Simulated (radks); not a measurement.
Effect of the nuclear size on the indium ion In3+, [Kr] 4d10. Calculated with a radial shooting solver on a logarithmic mesh with Libxc functionals: Dirac Kohn-Sham, BLYP, spin-unpolarised, spherical densities, finite nucleus; Fermi nuclear charge, rms radius 4.6156 fm. The rms radius is varied about that value; shifts are against it.

| rms radius (fm) | total energy shift (eV) | density at nucleus (e/bohr^3) | 1s1/2 shift (meV) | 2s1/2 shift (meV) | 4s1/2 shift (meV) | 4p1/2 shift (meV) | 5s1/2 (empty) shift (meV) |
|---|---|---|---|---|---|---|---|
| 4.0848 | -0.788 | 1.779e+05 | -331 | -37.7 | -1.43 | 0.048 | -0.193 |
| 4.2971 | -0.483 | 1.766e+05 | -203 | -23.1 | -0.876 | 0.030 | -0.118 |
| 4.6156 | 0 | 1.748e+05 | 0.000 | 0.000 | 0.000 | 0.000 | 0.000 |
| 4.8095 | 0.308 | 1.737e+05 | 130 | 14.7 | 0.560 | -0.019 | 0.076 |
| 5.3126 | 1.16 | 1.712e+05 | 487 | 55.4 | 2.10 | -0.071 | 0.284 |

Slopes of the eigenvalues against <r^2> in GHz/fm^2, as finite differences over the two radii next to the reference (eigenvalue slopes, not the field-shift constants of lines): 1s1/2 17200, 2s1/2 1960, 4s1/2 74.4, 4p1/2 -2.51, 5s1/2 (empty) 10.1.
